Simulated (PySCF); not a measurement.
Spin states of BeN

Unrestricted PBE0; PySCF, no relativity, basis sets Be def2-TZVP, N def2-TZVP. Outer shells of the fragments: Be 2s2; N 2s2 2p3.

Followed along the bond (rough minima from three points):

| 2Ms+1 | unpaired | ⟨S²⟩ at the start | R at minimum (Å) | Te (eV) |
| --- | --- | --- | --- | --- |
| 4 | σ ↑, π ↑↑ | 3.75 | 1.61 | 0.00 |
| 2 | σ ↓, π ↑↑ | 1.75 | 1.61 | 0.13 |
| 2 | π ↑ | 1.33 | 1.51 | 0.48 |
| 2 | σ ↑, π ↑↓ | 1.75 | 1.61 | 0.57 |
| 4 | σ ↑↑, π ↑ | 3.75 | 1.51 | 1.14 |

Solutions found at the starting distance of 1.615 Å, counted from the lowest of them; the search is not exhaustive and high or unbound solutions are not listed, so other states can lie among these:

```csv
2Ms+1,unpaired,term,E (eV),⟨S²⟩,⟨Lz²⟩,μ (D)
4,"σ ↑, π ↑↑",⁴Σ⁻,0.00,3.75,0.00,-1.34
2,"σ ↓, π ↑↑",mixed,0.13,1.75,0.00,-1.35
2,"σ ↑, π ↑↓",mixed,0.57,1.75,2.01,-1.28
2,π ↑,mixed,0.61,1.33,1.01,-3.15
4,"σ ↑↑, π ↑",⁴Π,1.25,3.75,1.01,-0.71
2,σ ↑,mixed,2.14,0.75,2.00,-1.09
4,π ↑↑↑,⁴Π,3.41,3.77,1.00,-2.95
2,π ↑,²Π,6.32,0.75,1.00,4.87
```

A term symbol is given only where ⟨S²⟩ and ⟨Lz²⟩ are close to those of a pure state; real π, δ and φ orbitals otherwise mix terms. A positive dipole means Be(−)N(+).
